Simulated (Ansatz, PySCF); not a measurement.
CrO₂Cl, SMILES [O]=[Cr+](=[O])[Cl], charge +1, multiplicity 1.

Geometry: B3LYP-D3(BJ)/def2-SVP. The spin state was assumed, not searched. The isomer is the one that the SMILES or the coordinates give; other isomers of the formula were not compared.

Vertical ionisation energy (IE) and electron affinity (EA) in eV. Rows of orbital energies are one-electron estimates. Where ΔSCF, EOM or ADC give a negative EA the extra electron is unbound and the value depends on the basis.

| level | IE | EA |
|---|---|---|
| −ε(HOMO), −ε(LUMO), ωB97X/def2-TZVPD (PySCF) | 18.30 | 9.90 |
| −ε(HOMO), −ε(LUMO), PBE/def2-TZVPD (PySCF) | 14.55 | 12.97 |
| ΔSCF, PBE/def2-SVPD (Ansatz), final states of multiplicity 2 and 2 | (withheld) | (withheld) |

Task: What belongs in the gaps? (An estimate is asked for; the answer gives what the named calculation found.)

Result: 
- ΔSCF, PBE/def2-SVPD (Ansatz, a quantum-chemistry and plane-wave program), final states of multiplicity 2 and 2, IE: 18.34
- ΔSCF, PBE/def2-SVPD (Ansatz), final states of multiplicity 2 and 2, EA: 9.81

Task: What vertical singlet–triplet gap does ΔSCF give with ωB97X-V/def2-SVPD (Ansatz) and with PBE/def2-SVPD (Ansatz)? (An estimate is asked for; the answer gives what the named calculation found.)

Result: 1.18 and 1.59 eV (triplet above singlet where positive).
